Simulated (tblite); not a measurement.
C₆H₁₇N₂Si (SMILES [CH2][Si](C)(N(C)C)N(C)C), doublet, at a GFN2-xTB geometry; GFN1-xTB (tblite).

The tblite input:
```
$ tblite run mol.xyz --method gfn1 --charge 0 --spin 1 --guess eeq --json tblite.json --no-restart

# file mol.xyz
26

C      0.25366984     1.53643358     1.62336986
Si     0.10184553     0.57715978     0.05179822
C      0.26386120     1.72617897    -1.45996569
N     -1.41665354    -0.27679414    -0.11924646
C     -2.59400151     0.37539461    -0.62058099
C     -1.73362300    -1.36142921     0.77178281
N      1.25984090    -0.71239725     0.10144041
C      2.55517453    -0.51112143     0.69150995
C      1.27171034    -1.74932415    -0.89911921
H      0.00927422     2.58337380     1.67580067
H      0.29825445     1.05028802     2.58349626
H     -0.35857494     2.61015670    -1.37187057
H     -0.00167767     1.22099954    -2.38376509
H      1.29036193     2.06528291    -1.55661148
H     -3.22054656    -0.34765693    -1.15245346
H     -2.31392423     1.16790131    -1.30631951
H     -3.19623104     0.80910193     0.18839840
H     -0.81325810    -1.79744963     1.14639509
H     -2.30320628    -2.12830908     0.23725211
H     -2.33871686    -1.02340860     1.62202806
H      2.48515752     0.25852465     1.45509535
H      3.30062962    -0.19612082    -0.05086734
H      2.90697925    -1.44157892     1.14832838
H      1.57720845    -2.69924582    -0.44744605
H      1.97345564    -1.52206732    -1.71246483
H      0.27591702    -1.86248333    -1.31750929
```

It wrote (shortened):

```
xTB calculator
 | screened Coulomb repulsion
 | Coulomb electrostatics
 |  * isotropic Klopman-Ohno-Mataga-Nishimoto electrostatics
 |  * onsite third-order electrostatics
 | DFT-D3(BJ) dispersion correction

halogen bonding energy    0.0000000000000E+00 Eh
repulsion energy          3.8302661587429E-01 Eh
dispersion energy        -1.3255894329033E-02 Eh
number of electrons       5.5000000000000E+01 e
integral cutoff           2.8146159136829E+01 bohr

------------------------------------------------------------
  cycle        total energy    energy error   density error
------------------------------------------------------------
      1     -29.95859537779  -3.0328366E+01   5.4479703E-01
      2     -30.01684903860  -5.8253661E-02   3.3212478E-01
      3     -29.83176816169   1.8508088E-01   2.0366799E-01
      4     -30.04224942345  -2.1048126E-01   3.5088104E-02
      5     -30.04941814467  -7.1687212E-03   7.8213942E-03
      6     -30.04977656510  -3.5842043E-04   2.6306127E-03
      7     -30.04977804649  -1.4813878E-06   2.0961438E-03
      8     -30.04979430810  -1.6261613E-05   3.5076583E-04
      9     -30.04979449891  -1.9080927E-07   1.6050798E-04
     10     -30.04979458731  -8.8395019E-08   2.5834440E-05
     11     -30.04979458887  -1.5615562E-09   8.3732271E-06
------------------------------------------------------------

electronic energy        -3.0419565310412E+01 Eh
total energy             -3.0049794588867E+01 Eh

Post processing:
 | Mayer-Wiberg bond orders

[Info] JSON dump of results written to 'tblite.json'
```
